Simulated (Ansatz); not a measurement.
Reaction (redistribution): `BC[SiH3]` + `BBC=C` → `C=CBC[SiH3]` + `BB`

Program: Ansatz. Geometries: PBE0-D4/def2-TZVP. ΔE: electronic, gas phase. CBS: MP2 limit from def2 TZ/QZ plus the TZ coupled-cluster correction, frozen cores. Each species was taken in one conformer, which may not be the lowest.

```
      species  HF/def2-QZVPP energy (Eh)
   `BC[SiH3]`                 -355.59201
      `BBC=C`                 -128.58352
`C=CBC[SiH3]`                 -432.52008
         `BB`                  -51.65488
```

(1) Work out ΔE.

Largest T1 diagnostic among the species: 0.012.

Results:

(1) ΔE = (-432.52008) + (-51.65488) − (-355.59201) − (-128.58352) = 0.00057 Eh = +0.02 eV. CCSD(T)/CBS gives -0.03 eV.

In def2-TZVPP, CCSD(T) changes the Hartree–Fock value by −0.04 eV (the triples alone add −0.00 eV) and MP2 by −0.04 eV. The D4 term adds −0.06 eV with B3LYP and −0.03 eV with PBE0; it sums over pairs of atoms, weighted by their polarisabilities, and B3LYP, whose exchange is more repulsive, gets the larger term.

B3LYP here is the variant with VWN-RPA as its local correlation; programs differ in this.
